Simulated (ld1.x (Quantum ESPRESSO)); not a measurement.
The numbers below are computed, except where a source is named.
# Potentials for Te (Z = 52) compared

Generated with ld1.x 7.5 (TM, RRKJ, ultrasoft, PAW), atompaw 4.2 or ONCVPSP 4.0.1. The cutoff is in Ry: for ld1.x and atompaw files where the sum of valence levels is converged to 10 mRy in a Bessel basis, for ONCV files where the hardest occupied wave has 1 mHa per electron of residual kinetic energy. The error is the largest all-electron minus pseudo excitation energy over each file’s own four to seven test configurations (ionisations up to +4, promotions, holes and added fractions of an electron), all of which were solved. The labels leave out finer settings (local radius, basis sizes, second energies), which also bear on the numbers. Spin-polarised tests are not counted. The rows are a selection from randomly drawn settings: files with unsolved tests, undetermined cutoffs or missed reference levels are left out.

A true bound ghost makes a file unfit for plane-wave use even where its test errors are small: the radial tests pick states by their node count and pass the ghost by.

| potential | cutoff (Ry) | largest error (meV) | bound ghosts |
| --- | --- | --- | --- |
| ultrasoft, LDA (PZ), scalar-relativistic, rc 1.90/2.10 (sp), local smoothed, core correction yes, reference 5s2 5p3.5 | 8 | -437 | s, d |
| TM semilocal, LDA (PZ), scalar-relativistic, rc 1.75/2.35/0.85 (spd), local p, core correction yes, reference 4d10 5s2 5p4 | 160 | -236 | none |
| TM semilocal, PBE, scalar-relativistic, rc 1.75/2.05/0.90 (spd), local p, core correction yes, reference 4d10 5s2 5p4 | 140 | -340 | none |

Task: Fill in the row for Te: RRKJ, PBEsol, scalar-relativistic, rc 1.55/1.70/1.80 (spd), local smoothed, core correction yes, reference 5s2 5p3.5.

Result: cutoff 35 Ry, largest error -295 meV, bound ghosts: s.

Task: Fill in the row for Te: ultrasoft, PBEsol, scalar-relativistic, rc 1.85/2.50 (sp), local smoothed, core correction no, reference 5s2 5p4.

Result: cutoff 10 Ry, largest error -56 meV, bound ghosts: none.

Task: Fill in the row for Te: RRKJ, LDA (PZ), scalar-relativistic, rc 1.35/1.75 (sp), local s, core correction no, reference 5s2 5p4.

Result: cutoff 70 Ry, largest error +135 meV, bound ghosts: p.
